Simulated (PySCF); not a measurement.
CoH₃O₃, neutral, multiplicity 5. Atoms are numbered in the order given.

```xyz
7

Co     0.0078     0.0030     0.0000
O      1.1692    -1.3530     0.0000
H      0.8406    -2.2722     0.0000
O      0.7295     1.6352     0.0000
H      0.0924     2.3775     0.0000
O     -1.7606    -0.1779     0.0000
H     -2.2476    -1.0218     0.0000
```
Charge 0, spin multiplicity 5.

Geometry: PBE-D3(BJ)/def2-SVP. The multiplicity is an assumed one; other spin states were not compared. One conformer was computed; it need not be the lowest.

The numbers are results of PySCF with TDA-PBE/def2-SVPD, not measurements.

Vertical excitations. The molecule is in vacuum.

Q: Estimate the UV-visible absorptions. (An estimate is asked for; the answer gives what the named calculation found.)

A: 
| state | energy (eV) | λ (nm) | f | main pairs |
|---|---|---|---|---|
| root 1 | 1.04 | 1197 | 0.000 | β HOMO→LUMO 99 % |
| root 2 | 1.06 | 1173 | 0.000 | β HOMO→LUMO+1 99 % |
| root 3 | 1.50 | 827 | 0.001 | β HOMO→LUMO+2 97 % |
| root 4 | 1.84 | 674 | 0.002 | β HOMO→LUMO+3 95 % |
| root 5 | 2.86 | 434 | 0.005 | β HOMO−1→LUMO 72 % |
| root 6 | 2.91 | 426 | 0.000 | β HOMO−1→LUMO+2 97 % |
| root 7 | 2.95 | 420 | 0.004 | β HOMO−1→LUMO+1 69 % |
| root 8 | 3.04 | 408 | 0.000 | β HOMO−2→LUMO 83 % |
| root 9 | 3.15 | 393 | 0.000 | β HOMO−2→LUMO+1 74 % |
| root 10 | 3.18 | 390 | 0.001 | β HOMO−2→LUMO+2 35 %, β HOMO−3→LUMO 26 %, β HOMO−3→LUMO+1 23 %, β HOMO−4→LUMO 7 % |
Unrestricted roots are not spin-pure.
